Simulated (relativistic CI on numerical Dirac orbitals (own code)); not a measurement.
As XI: q coefficients and field-shift factors

Method of calculation: Dirac-Coulomb-Breit CI, orbitals from a KLI potential per configuration, derivatives by finite differences, unscaled Slater integrals, QED left out (own radial code, finite nucleus).

Configurations in the expansion (outside the closed core [Ne]): 3s²3p⁶3d⁵, 3s²3p⁵3d⁶, 3s²3p⁴3d⁷, 3s3p⁶3d⁶, 3s²3p⁶3d⁴4s, 3s²3p⁶3d⁴4p, 3p⁶3d⁷, 3s²3p⁶3d³4s². Levels of other configurations are missing.

With x = (α/α₀)² − 1 an excitation energy changes as ω = ω₀ + qx; K = 2q/ω₀ is the relative enhancement. Terms are leading LS components, so labels can repeat. The field-shift factor is F = δν/δ⟨r²⟩ for the transition from the lowest level.

Lowest level 3s²3p⁶3d⁵ ⁶S5/2.

```
           Level  ω₀ (cm⁻¹)  q (cm⁻¹)  F (GHz/fm²)
 3s²3p⁶3d⁵ ⁴G5/2    67802.6     -2552       0.0617
3s²3p⁶3d⁵ ⁴G11/2    68229.3    -625.7       0.0712
 3s²3p⁶3d⁵ ⁴G7/2    68400.7    -713.9       0.0704
 3s²3p⁶3d⁵ ⁴G9/2    68615.6    -75.88       0.0734
 3s²3p⁶3d⁵ ⁴P5/2    69567.4     -3105       0.0514
 3s²3p⁶3d⁵ ⁴P3/2    70551.6     -2027       0.0557
 3s²3p⁶3d⁵ ⁴P1/2    71516.1    -364.3       0.0634
 3s²3p⁶3d⁵ ⁴D7/2    80569.1      -566       0.0667
 3s²3p⁶3d⁵ ⁴D1/2    82073.4      1927       0.0772
 3s²3p⁶3d⁵ ⁴D5/2    82387.1      2249       0.0799
 3s²3p⁶3d⁵ ⁴D3/2    82551.6      2723       0.0814
 3s²3p⁶3d⁵ ²D5/2    98346.8     -2744       0.0776
3s²3p⁶3d⁵ ²I11/2    99863.9     -2229        0.112
3s²3p⁶3d⁵ ²I13/2   100977.8     -9.73        0.121
 3s²3p⁶3d⁵ ²D3/2   101544.5    -994.5       0.0855
 3s²3p⁶3d⁵ ²F7/2   105227.3    -576.3       0.0949
 3s²3p⁶3d⁵ ⁴F9/2   108872.0     -1767        0.115
 3s²3p⁶3d⁵ ⁴F5/2   109504.7      1266        0.122
 3s²3p⁶3d⁵ ⁴F7/2   110396.9      1920        0.131
 3s²3p⁶3d⁵ ⁴F3/2   111908.4      3577        0.135
 3s²3p⁶3d⁵ ²F5/2   113797.0      9428        0.146
 3s²3p⁶3d⁵ ²H9/2   116115.9     -1156        0.126
3s²3p⁶3d⁵ ²H11/2   119726.5      3955        0.155
```

At this charge energies of transitions that change n are usually good to better than 1 %, and those within a shell (Δn = 0) to a few per cent. Terms inside the open d or f shell come out 10 to 20 % too wide with unscaled integrals.

**Question.** Which transition from the lowest level has the largest |K|?

**Answer.** 3s²3p⁶3d⁵ ²F5/2 at 113797.0 cm⁻¹, K = 0.166.
